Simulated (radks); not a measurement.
The numbers below are computed, except where a source is named.
Q: The mean radii <r> (bohr) of the occupied orbitals of an atom or ion are listed with their occupations. Code: a radial shooting solver on a logarithmic mesh with Libxc functionals. Model: Dirac Kohn-Sham, PBEsol, spin-unpolarised, spherical densities, point nucleus.

orbital      occ.      <r>
1s1/2           2  0.03518
2s1/2           2   0.1535
2p1/2           2   0.1308
2p3/2           4   0.1354
3s1/2           2   0.4290
3p1/2           2   0.4236
3p3/2           4   0.4341
3d3/2           4   0.4134
3d5/2           6   0.4169
4s1/2           2    1.108
4p1/2           2    1.218
4p3/2           4    1.249
4d3/2           2    1.877
4d5/2           3    1.899
6f5/2    0.428571    44.38
6f7/2    0.571429    44.38

Name the element and its charge. Open shells, if any, are shared by 2j + 1.

A: Z = 42, molybdenum, charge 0: Mo in [Kr] 4d5 6f1. The 1s radius gives Z: for a bare nucleus <r> = (2 gamma + 1)/(2Z) with gamma = sqrt(1 - (Z/c)^2), 0.03457 bohr for Z = 42, and screening makes it slightly larger (0.03518 here). The occupations add up to 42, and the charge is Z minus that.
